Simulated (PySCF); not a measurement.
This PySCF input asks for the NMR shieldings of `CB(C)OB(C)Cl`, C$_{3}$H$_{9}$B$_{2}$ClO; the geometry comes from GFN2-xTB.

```python
import basis_set_exchange as bse
import numpy as np
from pyscf import gto, dft
from pyscf.prop import nmr

atoms = """
C    -1.700422   -1.418665    0.241199
B    -0.961557   -0.012040    0.365664
C    -1.765384    1.356479    0.219737
O     0.340351    0.017741    0.573542
B     1.601781    0.038798    0.878066
C     2.780321    0.043530   -0.190641
Cl    2.021122    0.061882    2.595781
H    -2.068049   -1.722551    1.219936
H    -1.036806   -2.206599   -0.106050
H    -2.561487   -1.378701   -0.419374
H    -1.265363    2.187810    0.709967
H    -2.774333    1.283657    0.615583
H    -1.859935    1.615641   -0.833527
H     3.360131    0.961765   -0.129168
H     2.404698   -0.047989   -1.206002
H     3.477333   -0.771815   -0.011157
"""
names = dict.fromkeys(["C", "B", "O", "Cl", "H"], "pcSseg-1")
basis = {el: gto.basis.parse(bse.get_basis(n, elements=[el], fmt="nwchem")) for el, n in names.items()}
mol = gto.M(atom=atoms, basis=basis, charge=0, verbose=0)
mf = dft.RKS(mol, xc="PBE0")
mf.grids.level = 2
mf.grids.alignment = dft.numint.BLKSIZE   # the property module wants whole blocks of grid points
mf.conv_tol = 1e-9
mf.kernel()

calc = nmr.RKS(mf)   # GIAO
C = mf.mo_coeff
Co = C[:, mf.mo_occ > 0]
resp = mf.gen_response(singlet=True, hermi=2)
def vind(x):   # induced exchange potential for any number of trial vectors
    d = np.einsum("pi,xij,qj->xpq", C, 2 * x.reshape(-1, C.shape[1], Co.shape[1]), Co, optimize=True)
    return np.einsum("xpq,pi,qj->xij", resp(d - d.transpose(0, 2, 1)), C, Co, optimize=True).ravel()
mo1, _ = nmr.rhf.solve_mo1(calc, with_cphf=vind)
sigma = calc.kernel(mo1)
for i, s in enumerate(sigma):   # ppm
    w = np.linalg.eigvalsh((s + s.T) / 2)
    print("%2d %-2s iso %8.1f  s11 %8.1f  s22 %8.1f  s33 %8.1f" % (i, mol.atom_pure_symbol(i), w.mean(), *w))
```

Task: What does it print?

Result: 
```
 0 C  iso    178.1  s11    166.5  s22    172.5  s33    195.2
 1 B  iso     50.9  s11    -11.2  s22     62.8  s33    101.2
 2 C  iso    178.1  s11    165.8  s22    173.2  s33    195.3
 3 O  iso     39.5  s11    -30.0  s22     72.2  s33     76.4
 4 B  iso     64.7  s11     31.5  s22     69.4  s33     93.1
 5 C  iso    179.2  s11    167.1  s22    172.3  s33    198.1
 6 Cl iso    783.7  s11    561.9  s22    848.7  s33    940.5
 7 H  iso     31.1  s11     27.9  s22     28.8  s33     36.6
 8 H  iso     31.4  s11     27.1  s22     30.3  s33     37.0
 9 H  iso     31.0  s11     27.2  s22     29.7  s33     36.3
10 H  iso     31.4  s11     27.0  s22     30.3  s33     36.9
11 H  iso     31.0  s11     27.3  s22     29.6  s33     36.2
12 H  iso     31.2  s11     28.0  s22     28.6  s33     36.9
13 H  iso     30.8  s11     27.2  s22     28.9  s33     36.5
14 H  iso     31.3  s11     26.6  s22     29.7  s33     37.6
15 H  iso     30.8  s11     26.9  s22     29.2  s33     36.4
```

These numbers come from an equivalent density-fitted implementation of the same equations, which agrees with the script to about 0.01 ppm for H and up to a few tenths of a ppm for heavy atoms, so last digits may differ.

Size and cost of the density-fitted run: 171 basis functions, 41 s wall time on 1 thread of an Arm Neoverse N1, shared host; peak memory 0.76 GiB.
